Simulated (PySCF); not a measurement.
Work out the structure from these simulated measurements.

Elements present: C, Cl, H and Si. Monoisotopic mass: 89.9693 u.

* Dipole: 1.76 D [wB97X-D/def2-SVPD]
* Valence photoelectron: vertical ionisation energy: 10.86 eV [ΔSCF wB97X-D/def2-SVPD]
* UV, strongest line: among the 10 lowest singlet transitions: S10 at 8.59 eV (144 nm, f = 0.432) [TDDFT wB97X-D/def2-SVPD]
* Polarisability: 61.7 au [wB97X-D/def2-SVPD]
* 13C NMR: chemical shifts (computed TMS as zero) by class: 104.9 (1 C), 86.5 (1 C) ppm [GIAO B3LYP/pcSseg-2]
* NMR, other nuclei: isotropic shieldings of nuclei other than C and H, by class: 374 (1 Si), 954 (1 Cl) ppm [GIAO B3LYP/pcSseg-2]
* Rotational structure: rotational constants A, B, C: 11.423, 2.343, 1.990 GHz [PBE0-D3(BJ)/def2-SVP]

Electronic properties: PySCF, gas phase, density fitting. Levels stand in brackets. Isolated species at its PBE0-D3(BJ)/def2-SVP geometry, gas phase. Each NMR value is the plain mean over a class of atoms that symmetry, rotation or inversion makes alike.

Problem. Which formula fits the mass and the elements?

Solution. C2H3ClSi (calculated 89.9693). No other formula that holds each of these elements comes within 0.0003 u with a fitting electron parity and a possible valence count.

Problem. What is the compound? Reason from the data.

Solution. Numbering: `[CH:1]#[C:2][SiH2:3][Cl:4]`. Its formula, C2H3ClSi, gives 2 degrees of unsaturation: 0 rings and 2 π bonds in the structure found. 2 carbons fall into 2 classes; from least to most shielded: terminal alkyne carbon [C1] (104.9 ppm), alkyne carbon [C2] (86.5 ppm). The other shieldings belong to: 374 ppm, chlorine-bound silicon [Si3]; 954 ppm, silicon-bound chlorine [Cl4]. The first electron is taken from the HOMO, whose largest Löwdin shares are 0.35 on the alkyne carbon, 0.34 on the terminal alkyne carbon, 0.10 on the chlorine-bound silicon and 0.06 on the silicon-bound chlorine. The optimised geometry has point group Cs and is an asymmetric top. Structure: `C#C[SiH2]Cl`. The assignments are read from this structure; whether some other isomer fits the data as well wasn't checked.
